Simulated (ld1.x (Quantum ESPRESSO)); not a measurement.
# Cutoff test, zirconium, TM semilocal

Zr (Z = 40), norm-conserving Troullier–Martins (semilocal form), made with ld1.x (Quantum ESPRESSO) 7.5 (PBEsol, scalar-relativistic). Core [Ar] 3d10 4s2, reference 4p6 4d2 5s2 5p0. Waves: 4p (bound): rc 2.25 bohr; 4d (bound): rc 2.25 bohr; 5s (bound): rc 2.60 bohr. Local part: the s channel. Core correction: none.

The pseudo-atom Hamiltonian at the reference potential is diagonalised in spherical Bessel functions j_l(qr) that vanish at 20 bohr, with q² up to the cutoff. All-electron valence levels (Ry): 4p -2.3835, 5p -0.1068, 4d -0.2654, 5s -0.3281.

Q: How do the lowest levels (Ry) of each channel move with the cutoff, and are there ghosts?

A:

```
cutoff (Ry)     p #1     p #2     d #1    d #2     s #1  Σ f·Δε (mRy)
          8  -2.0700  -0.0813  -0.0829  0.0611  -0.3253        2251.5
         10  -2.2222  -0.0932  -0.1271  0.0575  -0.3270        1246.9
         12  -2.3108  -0.1018  -0.1699  0.0551  -0.3275         628.1
         15  -2.3675  -0.1091  -0.2058  0.0534  -0.3275         216.5
         18  -2.3791  -0.1113  -0.2415  0.0521  -0.3278          75.1
         21  -2.3825  -0.1122  -0.2543  0.0517  -0.3280          28.4
         25  -2.3832  -0.1125  -0.2610  0.0515  -0.3281          10.7
         30  -2.3832  -0.1125  -0.2646  0.0513  -0.3281           3.1
         35  -2.3834  -0.1125  -0.2653  0.0513  -0.3281           1.0
         40  -2.3834  -0.1125  -0.2654  0.0513  -0.3281           0.5
         45  -2.3835  -0.1125  -0.2654  0.0513  -0.3281           0.2
        400  -2.3835  -0.1125  -0.2654  0.0513  -0.3281           0.0
```

Result: no extra level below or beside the all-electron valence levels (p, d, s tested); the semilocal form is local in each channel, so this says nothing of the separable form that plane-wave codes build from it; 10 mRy is reached at 30 Ry and 1 mRy at 35 Ry.
